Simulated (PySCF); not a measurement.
**The third ionisation energy along group 13**

Calculated with PySCF 2.14 from differences of total energies of unrestricted determinants, without spin-orbit coupling. Values in eV. The last column holds reference values (NIST; (s) semi-empirical, (t) theoretical, else measured). Unmarked ones compare directly (S terms, centres of terms, or small fine structure); those marked * lie between the lowest fine-structure levels and include a spin-orbit shift.

| element | configurations | UHF | MP2 (valence and next inner shell) | SCS-MP2 (valence and next inner shell) | PBE | PBE0 | r2SCAN | reference |
| --- | --- | --- | --- | --- | --- | --- | --- | --- |
| B (aug-cc-pwCVTZ, non-relativistic) | [He] 2s1 → 1s2 | 37.817 | 37.897 | 37.888 | 38.282 | 38.224 | 37.855 | 37.931 |
| Ga (aug-cc-pwCVTZ-PP with ECP10MDF, ECP) | [Ar] 3d10 4s1 → [Ar] 3d10 | 29.629 | 30.730 | 30.526 | 31.522 | 31.135 | 31.332 | 30.726 |
| In (aug-cc-pwCVTZ-PP with ECP28MDF, ECP) | [Kr] 4d10 5s1 → [Kr] 4d10 | 26.619 | 28.116 | 27.856 | 28.677 | 28.287 | 28.381 | 28.044 |
| Tl (aug-cc-pwCVTZ-PP with ECP60MDF, ECP) | [Xe] 4f14 5d10 6s1 → [Xe] 4f14 5d10 | 28.158 | 29.999 | 29.703 | 30.304 | 29.955 | 30.119 | 29.852 |

Question: Fill in the row of Al (aug-cc-pwCVTZ, non-relativistic) ([Ne] 3s1 → [Ne]).

Answer: UHF 28.040; MP2 (valence and next inner shell) 28.348; SCS-MP2 (valence and next inner shell) 28.285; PBE 28.818; PBE0 28.681; r2SCAN 28.380; reference 28.448 (eV).

"Valence" correlates the outer s and p shells and, in groups 3 to 12 and the f block, the outer d or f shell, open or full, or the next shell where the ion has no valence electron left; the wider scheme adds the next inner shell.
